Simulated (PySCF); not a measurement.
**How methods differ on the excitation energy of P**

P [Ne] 3s2 3p3 (4S) → P [Ne] 3s1 3p4 (4P), as a difference of total energies. Computed with PySCF 2.14 in x2c-TZVPPall with one added diffuse shell each of s, p, d type (6s6p4d1f, 51 functions), with scalar relativity by spin-free X2C-1e. Correlated levels: valence: [Ne] frozen. The calculations carry no spin-orbit coupling.

```csv
method,excitation energy (eV)
UHF,7.980
MP2 (valence),8.100
SCS-MP2 (valence),8.128
CCSD (valence),7.626
CCSD(T) (valence),7.457
```

Task: How much does correlation contribute at CCSD(T) (valence)?

Result: 7.457 − (7.980) = -0.523 eV, measured against UHF.

Errors of the correlated levels include the incompleteness of this basis and the frozen core.

The coupled-cluster amplitudes are large for the upper state (T1 above 0.03 or a double amplitude above 0.15), so a single reference is strained.

For comparison: 7.395 eV (measured; NIST levels, between the centres of gravity of the two terms).
